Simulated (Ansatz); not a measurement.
Ansatz (an electronic-structure program) input file for Sn(F)4 anion (F4Sn), SMILES [Sn]([F])([F])([F])[F] (connectivity only; charge and spin as stated), charge -1, multiplicity 2, B3LYP-D3(BJ)/def2-SVPD. 

Ansatz 0.2 input:
```yaml
crystal:
  periodic: [false, false, false]
  atoms:
    - {symbol: F, position_ang: [1.32322600, -1.32322601, 1.32322600]}
    - {symbol: Sn, position_ang: [0.00000000, 0.00000000, 0.00000000]}
    - {symbol: F, position_ang: [-1.32322600, -1.32322601, -1.32322601]}
    - {symbol: F, position_ang: [-1.32322601, 1.32322600, 1.32322600]}
    - {symbol: F, position_ang: [1.32322600, 1.32322601, -1.32322600]}
basis:
  gaussian:
    orbitals: def2-SVPD
hamiltonian:
  xc: b3lyp
  dispersion: d3bj
total_charge: -1
magnetization: {spin_polarized: true, initial_magnetization: 1}
relax: {f_tol: 0.002, max_steps: 200}
```

Program output:

```
WARN ansatz: RAYON_NUM_THREADS=1 ignored (pool sized by the plan → 1); use --threads N
Functional definition: B3LYP
integrals: 0.10 GiB planned
1370 factors; integrals over basis functions are off by at most 7.4e-5 eV
mean field: 1.02 GiB planned
mean field evaluation 1: about -16694.8063 eV, gradient 2.4e1 eV
mean field evaluation 2: about -16685.4057 eV, gradient 5.9e1 eV
mean field evaluation 4: about -16697.5039 eV, gradient 1.0e0 eV
mean field evaluation 8: about -16697.5299 eV, gradient 1.2e-1 eV
mean field evaluation 16: about -16697.5300 eV, gradient 2.1e-5 eV
mean field -16697.52996891 eV, -613.6229083652 hartree, gradient 1.3e-5 eV, S^2 0.759173; 0 other end points of the search recorded, 0 dependent functions left out
the calculation of the forces begins
reference -16697.53025302 eV, -613.6229188061 hartree; 30, 29 occupied and 94, 95 virtual orbitals, 1370 factors
relax step   1: F+E_penalty+E_count = -16697.64484486 eV  Δ(F+E_penalty+E_count) = +0.000e0 eV  max|allowed force component| = 1.106e0 eV/Å  Δτ_max = 0.0000 Å  (30 SCF iters, accepted)
these checks for a lower state are left out or cut short: starts, cluster_reference, orbital_swaps, neighbouring_geometries, increment
integrals: 0.10 GiB planned
1370 factors; integrals over basis functions are off by at most 5.8e-5 eV
mean field: 1.03 GiB planned
mean field -16698.56244943 eV, -613.6608513246 hartree, gradient 9.1e-6 eV, S^2 0.753472; 0 other end points of the search recorded, 0 dependent functions left out
the calculation of the forces begins
reference -16698.56271015 eV, -613.6608609058 hartree; 30, 29 occupied and 94, 95 virtual orbitals, 1370 factors
relax step   2: F+E_penalty+E_count = -16698.67964221 eV  Δ(F+E_penalty+E_count) = -1.035e0 eV  max|allowed force component| = 2.630e-1 eV/Å  Δτ_max = 0.1950 Å  (35 SCF iters, accepted)
these checks for a lower state are left out or cut short: starts, cluster_reference, orbital_swaps, neighbouring_geometries, increment
integrals: 0.10 GiB planned
1370 factors; integrals over basis functions are off by at most 5.8e-5 eV
mean field: 1.03 GiB planned
mean field evaluation 32: about -16698.5902 eV, gradient 2.7e-5 eV
mean field -16698.59022141 eV, -613.6618719260 hartree, gradient 2.7e-5 eV, S^2 0.752777; 0 other end points of the search recorded, 0 dependent functions left out
the calculation of the forces begins
reference -16698.59047556 eV, -613.6618812658 hartree; 30, 29 occupied and 94, 95 virtual orbitals, 1370 factors
relax step   3: F+E_penalty+E_count = -16698.70908257 eV  Δ(F+E_penalty+E_count) = -2.944e-2 eV  max|allowed force component| = 7.793e-2 eV/Å  Δτ_max = 0.0432 Å  (31 SCF iters, accepted)
these checks for a lower state are left out or cut short: starts, cluster_reference, orbital_swaps, neighbouring_geometries, increment
integrals: 0.10 GiB planned
1370 factors; integrals over basis functions are off by at most 5.8e-5 eV
mean field: 1.03 GiB planned
mean field -16698.59304925 eV, -613.6619758469 hartree, gradient 8.5e-6 eV, S^2 0.752924; 0 other end points of the search recorded, 0 dependent functions left out
the calculation of the forces begins
reference -16698.59330484 eV, -613.6619852399 hartree; 30, 29 occupied and 94, 95 virtual orbitals, 1370 factors
relax step   4: F+E_penalty+E_count = -16698.71151561 eV  Δ(F+E_penalty+E_count) = -2.433e-3 eV  max|allowed force component| = 6.872e-3 eV/Å  Δτ_max = 0.0100 Å  (34 SCF iters, accepted)
these checks for a lower state are left out or cut short: starts, cluster_reference, orbital_swaps, neighbouring_geometries, increment
integrals: 0.10 GiB planned
1370 factors; integrals over basis functions are off by at most 5.8e-5 eV
mean field: 1.03 GiB planned
mean field -16698.59303648 eV, -613.6619753777 hartree, gradient 4.5e-5 eV, S^2 0.752912; 0 other end points of the search recorded, 0 dependent functions left out
the calculation of the forces begins
reference -16698.59329195 eV, -613.6619847662 hartree; 30, 29 occupied and 94, 95 virtual orbitals, 1370 factors
relax step   5: F+E_penalty+E_count = -16698.71153527 eV  Δ(F+E_penalty+E_count) = -1.967e-5 eV  max|allowed force component| = 4.908e-6 eV/Å  Δτ_max = 0.0008 Å  (22 SCF iters, accepted)
integrals: 0.10 GiB planned
1370 factors; integrals over basis functions are off by at most 5.8e-5 eV
mean field: 1.03 GiB planned
mean field evaluation 64: about -16698.5930 eV, gradient 4.5e-5 eV
mean field -16698.59303648 eV, -613.6619753777 hartree, gradient 4.5e-5 eV, S^2 0.752912; 1 other end points of the search recorded, 0 dependent functions left out
the calculation of the forces begins
reference -16698.59329195 eV, -613.6619847662 hartree; 30, 29 occupied and 94, 95 virtual orbitals, 1370 factors
Total energy: -16698.71179075 eV, -613.6663395165 hartree
Atom 0 at     1.190956    -1.190956     1.190956 Å, force    -0.000005     0.000005    -0.000005 eV/Å
Atom 1 at    -0.000000     0.000000    -0.000000 Å, force    -0.000000     0.000000    -0.000000 eV/Å
Atom 2 at    -1.190956    -1.190956    -1.190956 Å, force     0.000005     0.000005     0.000005 eV/Å
Atom 3 at    -1.190956     1.190956     1.190956 Å, force     0.000005    -0.000005    -0.000005 eV/Å
Atom 4 at     1.190956     1.190956    -1.190956 Å, force    -0.000005    -0.000005     0.000005 eV/Å
Dipole moment:     0.000000    -0.000000     0.000000 e Å
```

The run converged.
